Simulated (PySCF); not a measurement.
## Ni(OH)₂: calculation against measurement

Isolated Ni(OH)₂, optimised in PySCF with density fitting and no spin–orbit coupling; def2 sets carry scalar-relativistic core potentials from Rb on. All levels below give a triplet of C2h symmetry: PBE0/def2-TZVP Ni–O 1.732 Å (×2), O–H 0.956 Å (×2), H–O–Ni 127.2° (×2), O–Ni–O 180.0°; B3LYP/def2-TZVP Ni–O 1.735 Å (×2), O–H 0.959 Å (×2), H–O–Ni 130.1° (×2), O–Ni–O 180.0°; B3LYP/def2-SVP Ni–O 1.721 Å (×2), O–H 0.962 Å (×2), H–O–Ni 135.0° (×2), O–Ni–O 180.0°.

Measured fundamentals (Jacox, Vibrational and Electronic Energy Levels of Polyatomic Transient Molecules, as compiled in the NIST Chemistry WebBook) beside computed harmonic wavenumbers, in cm⁻¹:

```
 mode as compiled  computed symmetry  measured        medium  PBE0/def2-TZVP  B3LYP/def2-TZVP  B3LYP/def2-SVP
  bu oh a-stretch                 bu      3712  argon matrix            3939             3878            3905
bu nio2 a-stretch                 bu     794.3  argon matrix             812              806             834
     bu nioh bend                 bu     520.6  argon matrix             630              575             480
```

**Question.** How close does each level come?

**Answer.** Mean absolute differences: PBE0/def2-TZVP 9.8 %, B3LYP/def2-TZVP 5.5 %, B3LYP/def2-SVP 6.0 %. The mean ratio of measured to computed values at B3LYP/def2-TZVP is 0.949. Harmonic values should lie a little above fundamentals, most of all for X–H stretches; matrices shift bands further, usually down by up to a few per cent.

 Open d and f shells are described by one determinant, and the ground state may have another occupation or spin.
